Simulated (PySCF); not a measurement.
TaF₄Br, SMILES [F][Ta]([F])([F])([F])[Br], multiplicity 1.

Geometry: PBE-D3(BJ)/def2-SVP. The spin state was assumed, not searched. The def2 effective core potentials stand for the cores of Ta; spin–orbit coupling is left out.

Calculation: PBE/def2-TZVP (PySCF).

The molecule is in vacuum.

Computed frontier levels, gap, dipole moment and polarisability:
- highest occupied level: -8.75 eV
- lowest empty level: -3.67 eV
- orbital gap: 5.08 eV
- dipole moment: 1.75 D
- quadrupole, principal values (traceless, Buckingham form, about the centre of nuclear charge): -4.52, -2.67, 7.19 D·Å
- mean static polarisability: 61.1 bohr³ (9.05 Å³)
- polarisability, principal values: 53.7, 54.8, 74.7 bohr³
